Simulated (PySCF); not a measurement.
A structure optimised at PBE0-D3(BJ)/def2-SVP, used in a PySCF frequency run:

```xyz
5

F     -0.6518     1.9273     0.0000
Ge    -0.4021     0.2263     0.0000
Cl    -1.3276    -0.5512     1.7413
Cl    -1.3276    -0.5512    -1.7413
Br     1.8249    -0.1670     0.0000
```

Write its SMILES, formula and point group.

[F][Ge]([Cl])([Cl])[Br], BrCl2FGe, Cs

What are its rotational constants (standard atomic weights)?

1.6146, 0.99386, 0.80802 GHz
